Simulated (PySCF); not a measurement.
Co: ionisation energy

Co [Ar] 3d7 4s2 (4F) → Co⁺ [Ar] 3d8 (3F), as a difference of total energies. Computed with PySCF 2.14 in x2c-SVPall, with scalar relativity by spin-free X2C-1e. Correlated levels: valence: [Ar] frozen. The calculations carry no spin-orbit coupling.

| method | ionisation energy (eV) | error (eV) |
| --- | --- | --- |
| UHF | 8.245 | +0.376 |
| M06-L | 7.317 | -0.552 |
| PBE | 7.613 | -0.256 |
| MP2 (valence) | 7.172 | -0.697 |
| SCS-MP2 (valence) | 7.354 | -0.515 |

Reference: 7.869 eV (measured; NIST levels, between the centres of gravity of the two terms).

Errors of the correlated levels include the incompleteness of this basis and the frozen core.

MP2 underrates the near-degeneracy of ns² with np² in the lower species.
